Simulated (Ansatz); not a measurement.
Consider the redistribution: `O[Si]([SiH3])(Cl)Cl` + `Cl[SiH]1C[Se]1` → `O[Si](Cl)(Cl)Cl` + `[SiH3][SiH]1C[Se]1`.

Isolated molecules relaxed with PBE0-D4/def2-TZVP in Ansatz; ΔE leaves out vibrations. CCSD(T)/CBS adds triple-zeta CCSD(T) − MP2 to the extrapolated MP2 energy (def2 sets, frozen cores). DFT in def2-TZVPP. B3LYP here is the variant with VWN-RPA as its local correlation; programs differ in this. For Se outer-core shells are correlated without core-valence functions, which leaves a few kJ/mol of doubt a bond. Scalar relativity is left out up to krypton. One conformer a species, not always the lowest.

`O[Si]([SiH3])(Cl)Cl`:

Z-matrix (Å, degrees):
```
Si
Si 1 2.329
Cl 1 2.055 2 110.7
O 1 1.628 2 109.0 3 121.2
Cl 1 2.055 2 110.7 3 -117.6
H 2 1.485 1 108.0 3 58.7
H 2 1.485 1 109.3 3 -61.0
H 2 1.485 1 109.3 3 178.3
H 4 0.960 1 119.1 2 179.8
```

`Cl[SiH]1C[Se]1`:

Cartesian coordinates in Å:
```
Cl -0.717 2.267 -0.851
Si -0.451 0.253 -0.680
C 0.358 -0.398 0.824
Se 1.566 -0.633 -0.799
H -1.602 -0.434 -1.289
H 0.786 0.295 1.542
H 0.060 -1.349 1.253
```

`O[Si](Cl)(Cl)Cl`:

Cartesian coordinates in Å:
```
O 1.195 -0.580 -0.244
Si -0.301 -0.001 -0.040
Cl -0.822 0.025 1.923
Cl -0.460 1.896 -0.750
Cl -1.537 -1.223 -1.063
H 1.924 -0.117 0.174
```

`[SiH3][SiH]1C[Se]1`:

Cartesian coordinates in Å:
```
Si -1.308 0.950 -0.811
Si 0.379 -0.604 -0.425
C 1.328 -0.494 1.157
Se 0.036 -2.028 1.268
H -2.452 0.295 -1.497
H -1.744 1.473 0.508
H -0.820 2.073 -1.657
H 1.118 -1.125 -1.601
H 1.102 0.287 1.875
H 2.361 -0.827 1.182
```

| level | ΔE (kJ/mol) | difference from CCSD(T)/CBS |
| --- | --- | --- |
| PBE-D4 | -4.9 | 2.5 |
| r2SCAN-D4 | -7.5 | -0.1 |
| ωB97X-V | -5.8 | 1.6 |
| B2PLYP | -4.8 | 2.6 |
| r2SCAN | -7.3 | 0.1 |
| PBE0 | -6.4 | 1.0 |
| B3LYP | -1.6 | 5.8 |
| HF/def2-TZVPP | -3.8 | 3.6 |
| MP2/def2-TZVPP | -10.0 | -2.6 |
| SCS-MP2/def2-TZVPP | -7.8 | -0.4 |
| CCSD/def2-TZVPP | -8.0 | -0.6 |
| HF/def2-QZVPP | -3.7 | 3.7 |
| MP2/def2-QZVPP | -9.2 | -1.8 |
| SCS-MP2/def2-QZVPP | -7.0 | 0.4 |
| HF/CBS(def2) | -3.7 | 3.7 |
| CCSD/CBS(def2) | -6.8 | 0.6 |
| CCSD(T)/CBS | -7.4 | 0 |

Largest T1 diagnostic among the species: 0.012.

In def2-TZVPP, CCSD(T) changes the Hartree–Fock value by −4.9 kJ/mol (the triples alone add −0.7 kJ/mol) and MP2 by −6.2 kJ/mol.
